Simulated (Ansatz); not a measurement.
**A cut through the energy surface**

SnH3F (SMILES [F][SnH3]), singlet, at its PBE0-D4/def2-TZVP minimum:

| atom | x (Å) | y (Å) | z (Å) |
| --- | --- | --- | --- |
| F1 | -1.2850 | 0.7183 | 1.0050 |
| Sn2 | 0.1004 | -0.0659 | -0.0790 |
| H3 | -0.5284 | -0.0548 | -1.6591 |
| H4 | 0.3189 | -1.6265 | 0.5606 |
| H5 | 1.4441 | 0.9552 | 0.1310 |

The angle H4–Sn2–F1 (104.7° at the minimum) is set to the values below, H4, with anything bonded beyond it, turning rigidly in the plane of the angle. Each method's energies count from its own value at the PBE0-D4 minimum structure. Program: Ansatz 0.2.0. Basis: def2-TZVPP. Cores are frozen in the correlated methods. Filled d shells of the heavier atoms are correlated. Core potentials replace the inner electrons of the atoms past krypton. The def2 sets are not built for correlating such inner shells, so the correlated values are less sure here. B3LYP uses VWN-RPA correlation.

```tsv
angle (°)	CCSD(T) (kcal/mol)	MP2 (kcal/mol)	PBE-D4 (kcal/mol)
74.7	13.51	13.79	12.09
82.2	7.35	7.50	6.55
89.7	3.19	3.25	2.82
97.2	0.80	0.82	0.69
104.7	0.00	0.00	0.00
112.2	0.64	0.66	0.64
119.7	2.61	2.69	2.53
127.2	5.88	6.04	5.61
134.7	10.41	10.71	9.87
```

Minimum and curvature along this coordinate at CCSD(T): A fifth-order fit through the nearest points gives 105.0°, with a curvature of about 1.1 meV/deg².

Largest difference from the CCSD(T) curve over the scan: r2SCAN-D4 0.92; PBE0-D4 0.71; B3LYP-D4 0.64; wB97M-V 0.40 kcal/mol. Each curve counts from its own value at the minimum.

No T1 diagnostic of these runs exceeds 0.015.

For scale, one of the runs: CCSD(T)/def2-TZVPP, 123 basis functions (an equivalent command: `ansatz run in.yaml --threads 2`). Hardware: 2 CPU threads, shared host. Wall time 6.5 s; peak host memory 0.7 GiB.
